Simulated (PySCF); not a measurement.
From one molecule to another.

First species: C11H12.
SMILES: `C1(C=CC=C(C=C1)C1CC1)=C`

Second species: C₈H₇OP.
Bonds: C1–O2, O2–C3, C3–C4 (aromatic), C4–C5 (aromatic), C5–C6 (aromatic), C6–C7, C7–P8 (triple), C6–C9 (aromatic), C9–C10 (aromatic), C3–C10 (aromatic). Hydrogens: H11, H12, H13 on C1; H14 on C4; H15 on C5; H16 on C9; H17 on C10.

Levels: PBE0/pcSseg-1 for dipole moment, HOMO energy, LUMO energy and HOMO–LUMO gap; GFN2-xTB for rotational constant A and rotational constant C. Geometries: GFN2-xTB. All species are isolated and taken at one optimised geometry, non-relativistic unless stated; the electronic structure was computed with PySCF and density fitting.

Dipoles, sizes and rotational constants follow the conformer. The torsions of the flexible species, by atom-mapped SMILES:
- `[CH2:1]=[C:2]1[CH:3]=[CH:4][CH:5]=[C:6]([CH:7]2[CH2:8][CH2:9]2)[CH:10]=[CH:11]1`: C5–C6–C7–C8 -36°
- `[CH3:1][O:2][c:3]1[cH:4][cH:5][c:6]([C:7]#[P:8])[cH:9][cH:10]1`: C1–O2–C3–C4 180°

Values for the first species:

| Item | Value |
| --- | --- |
| Dipole moment | 1.52 D |
| HOMO energy | -5.34 eV |
| LUMO energy | -1.76 eV |
| HOMO–LUMO gap | 3.58 eV |
| Rotational constant A | 2.975 GHz |
| Rotational constant C | 0.553 GHz |

(1) Estimate the same properties for the second species, and the change in each.

Results:

(1) 
| property | first | second | second less first |
| --- | --- | --- | --- |
| dipole moment | 1.52 D | 3.51 D | +1.99 D |
| HOMO energy | -5.34 eV | -6.27 eV | -0.93 eV |
| LUMO energy | -1.76 eV | -1.69 eV | +0.07 eV |
| HOMO–LUMO gap | 3.58 eV | 4.58 eV | +1.00 eV |
| rotational constant A | 2.975 GHz | 4.874 GHz | +1.899 GHz |
| rotational constant C | 0.553 GHz | 0.441 GHz | -0.112 GHz |

On the first: The dipole equals about 5.1 × 10⁻³⁰ C·m (1 D = 3.33564 × 10⁻³⁰ C·m).

On the second: In atomic units the dipole is 1.38 e·bohr (1 au = 2.5417 D).
